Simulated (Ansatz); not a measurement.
Consider the ligand exchange at the Si–F bond: `F[SiH2]CS` + CH₃OH → `CO[SiH2]CS` + H–F.

Gas-phase electronic energies from Ansatz, PBE0-D4/def2-TZVP geometries. CBS: MP2 limit from def2 TZ/QZ plus the TZ coupled-cluster correction, frozen cores. This one scheme is used for every species. Functionals use def2-TZVPP. One conformer a species, not always the lowest.

`F[SiH2]CS`:

Cartesian coordinates in Å:
```
F -0.005 0.286 -1.939
Si -0.771 0.498 -0.546
C 0.401 0.046 0.829
S 1.024 -1.646 0.622
H -1.163 1.929 -0.478
H -1.958 -0.386 -0.533
H -0.151 0.044 1.773
H 1.223 0.757 0.934
H 1.400 -1.529 -0.662
```

CH₃OH:

Cartesian coordinates in Å:
```
C -0.341 -0.082 0.063
O 0.750 0.725 -0.317
H -1.239 0.527 -0.036
H -0.270 -0.416 1.106
H -0.454 -0.963 -0.581
H 1.554 0.209 -0.235
```

`CO[SiH2]CS`:

```xyz
13

C     1.805    0.847   -0.913
O     0.488    0.410   -0.671
Si    0.106   -0.710    0.471
C    -1.756   -0.800    0.498
S    -2.493    0.827    0.807
H     2.261    1.266   -0.008
H     1.773    1.626   -1.677
H     2.438    0.030   -1.277
H     0.633   -0.299    1.801
H     0.696   -2.032    0.108
H    -2.158   -1.243   -0.416
H    -2.066   -1.435    1.333
H    -1.726    1.513   -0.056
```

H–F:

```xyz
2

F    -0.188    0.180    0.379
H     0.188   -0.180   -0.379
```

| species | revPBE-D4 energy (Eh) |
| --- | --- |
| `F[SiH2]CS` | -828.62363 |
| CH₃OH | -115.74268 |
| `CO[SiH2]CS` | -843.89536 |
| H–F | -100.45779 |

Work out ΔE.

ΔE = (-843.89536) + (-100.45779) − (-828.62363) − (-115.74268) = 0.01316 Eh = +8.3 kcal/mol. CCSD(T)/CBS gives +8.8 kcal/mol.

Largest T1 diagnostic among the species: 0.011.

In def2-TZVPP, CCSD(T) changes the Hartree–Fock value by −3.3 kcal/mol (the triples alone add −0.5 kcal/mol) and MP2 by −4.0 kcal/mol. From BLYP to BHLYP (50 % exact exchange), in def2-TZVPP and without D4, ΔE moves by −0.8 kcal/mol. Leaving LDA and LC-ωPBE aside and taking each functional with its dispersion term where it has one, the values, not all of them listed here, spread over 2.1 kcal/mol, from revPBE-D4 to B97M-V. LDA lies −2.2 kcal/mol from PBE without D4.
